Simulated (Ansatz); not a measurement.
Start from `C[Si]Br` and change one atom or group to get `C[Si]S`.

Ansatz, PBE0-D4/def2-TZVP geometries, multiplicity 1. Each molecule was computed in one conformer, which needn't be the lowest.

Scalar relativity is left out up to krypton. Spin–orbit coupling is left out; it splits and shifts lone-pair levels of the heavy atoms by tenths of an eV.

| property | `C[Si]Br` |
| --- | --- |
| HOMO energy (PBE/def2-TZVPP) / eV | -5.62 |
| size of the dipole moment (B3LYP/def2-TZVPP) / D | 1.87 |
| zero-point energy (PBE0-D4/def2-TZVP) / kJ/mol | 95.8 |
| size of the dipole moment (PBE/def2-TZVPP) / D | 1.79 |
| LUMO energy (PBE0/def2-TZVPP) / eV | -2.63 |
| HOMO–LUMO gap (ωB97M-V/def2-TZVPP) / eV | 8.09 |

(1) Give the same properties after the change, and the shifts. (An estimate is asked.)

Results:

(1) The calculation gave: 
```
                                        property  `C[Si]S`  shift
               HOMO energy (PBE/def2-TZVPP) / eV     -5.41   0.21
size of the dipole moment (B3LYP/def2-TZVPP) / D      0.42  -1.45
  zero-point energy (PBE0-D4/def2-TZVP) / kJ/mol     120.5   24.7
  size of the dipole moment (PBE/def2-TZVPP) / D      0.39  -1.40
              LUMO energy (PBE0/def2-TZVPP) / eV     -2.06   0.57
         HOMO–LUMO gap (ωB97M-V/def2-TZVPP) / eV      8.41   0.32
```

With PBE0 the HOMO rises by 0.22 eV and the LUMO rises by 0.57 eV, so the gap widens by about 0.35 eV. PBE moves the HOMO by 0.21 eV and ωB97M-V by 0.24 eV. The zero-point energy changes by 24.7 kJ/mol with +3 modes. Dipoles are sizes alone; their direction can turn.

B3LYP here is the variant with VWN-RPA as its local correlation; programs differ in this.
